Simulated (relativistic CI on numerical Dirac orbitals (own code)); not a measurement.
Computed by Dirac-Coulomb-Breit CI, separate exchange-only KLI orbitals for each configuration, model QED, unscaled Slater integrals (own radial code, finite nucleus).

CI space (outside the closed core [Ne]): 3s2 3p6 3d4, 3s2 3p5 3d5, 3s 3p6 3d5, 3s2 3p6 3d3 4s, 3s2 3p6 3d3 4p, 3s2 3p6 3d3 4d, 3s2 3p5 3d4 4s, 3s2 3p6 3d3 4f, 3s2 3p5 3d4 4p, 3s 3p6 3d4 4s, 3p6 3d5 4p, 3s 3p6 3d4 4p, 3s2 3p6 3d2 4s 4p, 3s2 3p6 3d3 5s, 3s2 3p6 3d3 5p, 3s 3p6 3d4 4d, 3s2 3p6 3d3 5d, 3s2 3p6 3d3 5g, 3s2 3p6 3d3 6s, 3p6 3d6, 3p5 3d7, 3p5 3d6 4s, 3p6 3d5 4s, 3p5 3d5 4s2, 3s2 3p6 3d2 4s2, 3s2 3p6 3d 4s2 4p, 3s2 3p6 3d 4s2 4d, 3s2 3p6 3d2 4p2, 3s2 3p6 3d 4s 4p2, 3s2 3p6 3d 4p3, 3s2 3p6 3d 4p2 4d, 3s2 3p5 3d2 4s 4p2, 3s2 3p6 3d2 4s 4d, 3s2 3p6 3d 4s 4p 4d, 3s2 3p6 3d 4s 4d2, 3s2 3p5 3d2 4s2 4d, 3s 3p6 3d3 4s2, 3s 3p6 3d2 4s2 4p, 3s 3p6 3d2 4s2 4d. Double excitations out of closed p, d and f shells are left out; levels of such configurations are missing from the list, as are those of other unlisted configurations, and high levels can miss mixing partners. These lack a partner that the ground configuration has and come out too high: 3s2 3p5 3d4 4p.

At this charge energies of transitions that change n are usually good to better than 1 %, and those within a shell (Δn = 0) to a few per cent. Terms inside the open d or f shell come out 10 to 20 % too wide with unscaled integrals.

Outline of the computed level scheme of Pm XL. Lowest level of each configuration: 3s2 3p6 3d4 3P_0 at 0.000 eV; 3s2 3p5 3d5 7P°_4 at 250.511 eV.

Some strong electric-dipole decays among the lowest 45 levels: 3s2 3p5 3d5 5D°_3 → 3s2 3p6 3d4 5D_2 (2.0e+10 s⁻¹); 3s2 3p5 3d5 3F°_2 → 3s2 3p6 3d4 5D_1 (1.6e+10 s⁻¹); 3s2 3p5 3d5 5D°_3 → 3s2 3p6 3d4 5D_3 (5.1e+09 s⁻¹); 3s2 3p5 3d5 3P°_2 → 3s2 3p6 3d4 5D_3 (2.6e+09 s⁻¹); 3s2 3p5 3d5 3F°_4 → 3s2 3p6 3d4 5D_3 (2.4e+09 s⁻¹); 3s2 3p5 3d5 7P°_4 → 3s2 3p6 3d4 3F_4 (1.2e+09 s⁻¹).

LS names give the leading component of a level, which can be under half, so a name can repeat, a term be missing and a line seem to break the LS rules.
